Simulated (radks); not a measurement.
Spin polarisation of the 4s1 shell in the gallium ion Ga2+. Start: [Ar] 3d10 4s(up 0.5, down 0.5); electrons of 4s are moved from spin down to spin up, other shells keep equal spins. All-electron calculation, non-relativistic Kohn-Sham, BLYP, spin-polarised, spherical densities, point nucleus. Program: a radial shooting solver on a logarithmic mesh with Libxc functionals.

| moment (Bohr magnetons) | E - E(0) (eV) | e(4s up) (eV) | e(4s down) (eV) | 3d down minus up (eV) |
|---|---|---|---|---|
| 0 | 0.000 | -25.817 | -25.817 | 0.000 |
| 0.25 | -0.019 | -25.961 | -25.665 | 0.053 |
| 0.5 | -0.073 | -26.092 | -25.515 | 0.105 |
| 0.75 | -0.162 | -26.207 | -25.379 | 0.156 |
| 1 | -0.279 | -26.312 | -25.256 | 0.205 |

At moment 1 the spin-polarisation energy is -0.279 eV and the 4s exchange splitting 1.057 eV, that is 1.057 eV per Bohr magneton; E = -I m^2/4 would give I = 1.118 eV.
